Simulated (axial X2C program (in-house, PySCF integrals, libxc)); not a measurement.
Spin–orbit effects down a group: molecules with C (ions), PBE0

Calculated with an in-house relativistic program for diatomic molecules, spin-free (one-electron X2C) or two-component (2c: spin–orbit coupling with atomic mean-field Coulomb and Gaunt terms, which also bring small scalar terms), in Dyall basis sets with cores contracted in-house; open shells are unrestricted.

Basis sets: As dyall-cv3z, C dyall-v3z, N dyall-av3z, P dyall-v3z.

| molecule | spin-free state | Re (Å) | ωe (cm⁻¹) | De (eV) | 2c state | Re 2c (Å) | ωe 2c (cm⁻¹) | De 2c (eV) |
| --- | --- | --- | --- | --- | --- | --- | --- | --- |
| CN⁺ | M_S = 1, Λ = 1 | 1.226 | 1839.0 | 5.18 | Ω = 2 | 1.226 | 1839.0 | 5.19 |
| PC⁺ | M_S = 1, Λ = 1 | 1.620 | 1141.0 | 4.91 | Ω = 2 | 1.620 | 1139.8 | 4.92 |
| AsC⁺ | M_S = 1, Λ = 1 | 1.734 | 930.7 | 4.05 | Ω = 2 | 1.736 | 922.1 | n/a |

**Question.** Work out the shifts from the spin-free to the two-component result.

**Answer.** 

```
molecule  2c state  ΔRe (Å)  Δωe (cm⁻¹)  ΔDe (eV)
     CN⁺     Ω = 2    0.000         0.0      0.01
     PC⁺     Ω = 2    0.000        -1.2      0.01
    AsC⁺     Ω = 2    0.002        -8.6       n/a
```

Shifts of one unit in the last digit are rounding.

Fragments in 2c: N + C+, P+ + C, As+ + C. Each entry is the lowest single determinant of a limited PBE0 search at one distance. De goes to single-determinant-based atoms at the same level (for ions the charge split of lowest energy) and is withheld (n/a) where an atom does not fit its ground term or J level. Main or longest-lived isotopes. One determinant is a doubtful description, or other states lie close, for CN⁺, PC⁺, AsC⁺; these need not be ground states, and all values refer to the states named. Some open-shell Ω = 0 determinants are out of reach, so the Ω given for CN⁺, PC⁺, AsC⁺ need not be the lowest component. With several unpaired electrons the Ω given is that of one determinant, not necessarily of the lowest component. Some light 2c atoms are not at their ground J level, so De misses part of their lowering (0.04 eV or less). The functionals have no current term, which raises determinants with orbital currents.
